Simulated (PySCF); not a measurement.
Compound: CH6FSi2 (doublet state).
SMILES with atom numbers: `[F:1][C:2]([SiH3:3])[SiH3:4]` (hydrogens: H5, H6, H7 on Si3; H8, H9, H10 on Si4)

Method used: UKS B3LYP, pcH-1 on C F H Si, non-relativistic, mean-field spin-orbit, GIAO (PySCF). Isolated species at its GFN2-xTB geometry, gas phase. GFN2-xTB frequencies show an imaginary mode (60i cm⁻¹), so this geometry is no minimum at that level. The geometry wasn't refined by DFT: couplings that depend on bond lengths, twists or pyramidal angles can differ widely from those at the functional's own minimum. The SCF solution wasn't tested for stability.

Predict the first-order ENDOR lines of C2, F1, H5 (×6) and Si3/Si4 under fast tumbling at B = 1213.6 mT (Q band).

For S = 1/2 in fast tumbling each set of equivalent nuclei gives two lines, ν± = |νn ± a/2| to first order, with νn = g_N μN B/h and μN/h = 7.62259 MHz/T.

| nuclei | isotope | g_N | νn (MHz) | a_iso (MHz) | lower line (MHz) | upper line (MHz) |
| --- | --- | --- | --- | --- | --- | --- |
| C2 | 13C | 1.4048 | 13.00 | 91.55 | 32.78 | 58.77 |
| F1 | 19F | 5.2577 | 48.64 | 152.18 | 27.45 | 124.73 |
| H5 (×6) | 1H | 5.5857 | 51.67 | 36.30 | 33.52 | 69.82 |
| Si3/Si4 | 29Si | -1.1106 | 10.27 | 40.49 | 9.97 | 30.52 |

The rows for 13C and 29Si, of low natural abundance, apply to labelled samples.

Which pairs are centred on the nuclear Larmor frequency, and which on half the coupling?

Centred on νn, since |a| < 2νn: H5 (×6). Centred on |a|/2 and split by 2νn: C2, F1 and Si3/Si4.

At what field would the lower line of H5 (×6) fall to zero frequency?

Where νn = |a|/2, that is B = 18.15 MHz/(5.5857 × 7.62259 MHz/T) = 426 mT, as far as first order holds there.

Nuclei that the bonding pattern makes equivalent are averaged, as if the motion that swaps them (rotation, inversion, ring flip) were fast. The six 1H nuclei of mean +36.3 MHz run from 1.2 to 68.8 MHz in the frozen geometry.

The largest Mulliken spin populations are on C2 (+0.89) and F1 (+0.08). No atom but C2 exceeds +0.15. The angles at C2 add up to 360.0°, so it is planar.
